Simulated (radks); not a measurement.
All-electron atom: Pm in [Kr] 4d10 4f5 5s(up 1, down 1) 5p6 6s2 (the NIST ground configuration). All-electron calculation, scalar-relativistic Kohn-Sham, PBE, spin-polarised, spherical densities, finite nucleus; open shells are filled with parallel spins first (spin-orbit coupling, left out, can overturn this in heavy ions); Fermi nuclear charge, rms radius 4.962 fm. Program: a radial shooting solver on a logarithmic mesh with Libxc functionals.

Normalised radial functions P(r) = r R(r), r in bohr:

```
   r/bohr * 5p up, o 5p down, + 6s down (the largest magnitude, 0.858, reaches the edge; | marks zero, & curves that meet)
 0.003332                             &+
 0.004552                             &+
 0.006169                             |&
 0.008428                             |&
  0.01151                             |&*
  0.01573                             |+&
  0.02149                             |+  &
  0.02912                             +    &
  0.03979                            +|     &
  0.05436                           + |     &
  0.07426                           + |   o*
   0.1014                            +&
   0.1386                       &     | +
   0.1878                   *o        |  +
   0.2566                        &    | +
   0.3506                           + |     o*
   0.4789                        +    |             &
   0.6543                            +|      o*
   0.8939                  *o         |    +
    1.211    &                        |      +
    1.655  &                          | +
    2.261           &         +       |
    3.089              +      &       |
     4.22             +             & |
    5.765                 +           &
    7.813                       +     &
    10.67                           + &
    14.58                             &
```

5p up: eigenvalue -23.273 eV, 3 radial nodes at r = 0.100, 0.297, 0.752 bohr, <r> = 1.68 bohr, 90 % of the charge inside 2.47 bohr. 5p down: eigenvalue -21.543 eV, 3 radial nodes at r = 0.100, 0.297, 0.753 bohr, <r> = 1.72 bohr, 90 % of the charge inside 2.53 bohr. 6s down: eigenvalue -3.408 eV, 5 radial nodes at r = 0.0284, 0.112, 0.293, 0.686, 1.75 bohr, <r> = 4.46 bohr, 90 % of the charge inside 6.59 bohr.
